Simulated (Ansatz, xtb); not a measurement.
C5H11ClSi: 8 structures ranked

8 gas-phase structures of C5H11ClSi, from a drawn sample of its isomers (lower ones may exist). Each was relaxed with GFN2-xTB; where two conformers were screened, the lower at r2SCAN-D4/def2-SVP is listed:

A. `[SiH3][C@@H]1CC[C@@H](Cl)C1`, a singlet
B. `ClC[C@@H]1CC[SiH2]C1`, a singlet
C. `C=C(C)[C@H](C)[SiH2]Cl`, a singlet
D. `C[SiH2]C/C=C(\C)Cl`, a singlet
E. `ClC[SiH]1CCCC1`, a singlet
F. `[SiH3][C@@H]1CCC[C@@H]1Cl`, a singlet
G. `[SiH3]CCC1(Cl)CC1`, a singlet
H. `C[C@H]1C[C@@]([SiH3])(Cl)C1`, a singlet

Task: Which do you expect lowest at r2SCAN-D4/def2-SVP, and how would the others follow?

Result: Calculated order at r2SCAN-D4/def2-SVP: C (0.0), E (8.0), B (11.8), A (19.1), F (19.3), D (22.8), H (36.8), G (38.7) kcal/mol. Less than 1 kcal/mol parts A and F, so the order within that pair means little.

Energies above the lowest of each column, in kcal/mol; the last columns are at PBE-D3(BJ)/def2-SVP geometries and were run for some of them only (a dash: not run or not comparable):

```json
{"structure": "C", "GFN2-xTB": "0.0", "HF/STO-3G": "21.8", "r2SCAN-D4/def2-SVP": "0.0", "PBE-D3(BJ)/def2-SVP": "0.0", "CCSD(T)/def2-SVP + ΔMP2/def2-TZVPP": "0.0"}
{"structure": "E", "GFN2-xTB": "21.2", "HF/STO-3G": "0.0", "r2SCAN-D4/def2-SVP": "8.0", "PBE-D3(BJ)/def2-SVP": "8.3", "CCSD(T)/def2-SVP + ΔMP2/def2-TZVPP": "11.1"}
{"structure": "B", "GFN2-xTB": "12.2", "HF/STO-3G": "8.1", "r2SCAN-D4/def2-SVP": "11.8", "PBE-D3(BJ)/def2-SVP": "12.2", "CCSD(T)/def2-SVP + ΔMP2/def2-TZVPP": "15.7"}
{"structure": "A", "GFN2-xTB": "4.4", "HF/STO-3G": "14.2", "r2SCAN-D4/def2-SVP": "19.1", "PBE-D3(BJ)/def2-SVP": "18.6", "CCSD(T)/def2-SVP + ΔMP2/def2-TZVPP": "–"}
{"structure": "F", "GFN2-xTB": "3.1", "HF/STO-3G": "15.4", "r2SCAN-D4/def2-SVP": "19.3", "PBE-D3(BJ)/def2-SVP": "18.0", "CCSD(T)/def2-SVP + ΔMP2/def2-TZVPP": "–"}
{"structure": "D", "GFN2-xTB": "28.8", "HF/STO-3G": "44.4", "r2SCAN-D4/def2-SVP": "22.8", "PBE-D3(BJ)/def2-SVP": "–", "CCSD(T)/def2-SVP + ΔMP2/def2-TZVPP": "–"}
{"structure": "H", "GFN2-xTB": "15.8", "HF/STO-3G": "35.1", "r2SCAN-D4/def2-SVP": "36.8", "PBE-D3(BJ)/def2-SVP": "–", "CCSD(T)/def2-SVP + ΔMP2/def2-TZVPP": "–"}
{"structure": "G", "GFN2-xTB": "25.8", "HF/STO-3G": "55.2", "r2SCAN-D4/def2-SVP": "38.7", "PBE-D3(BJ)/def2-SVP": "–", "CCSD(T)/def2-SVP + ΔMP2/def2-TZVPP": "–"}
```

CCSD(T)/def2-SVP + ΔMP2/def2-TZVPP puts C lowest of those it was run on; HF/STO-3G picks E. Flexible structures stand in one conformer each, not always the lowest. Frequencies (GFN2-xTB) were run for B, C, E alone. ΔMP2 is the change of the MP2 energy from the smaller to the larger basis.

Over these structures GFN2-xTB departs from r2SCAN-D4/def2-SVP by 10.6 kcal/mol on average once a common shift is removed. A GFN2-xTB relaxation took about 0.14 s and the r2SCAN-D4/def2-SVP energy about 2.8 s on a shared host (Ansatz 0.2.0, xtb 6.7.1).
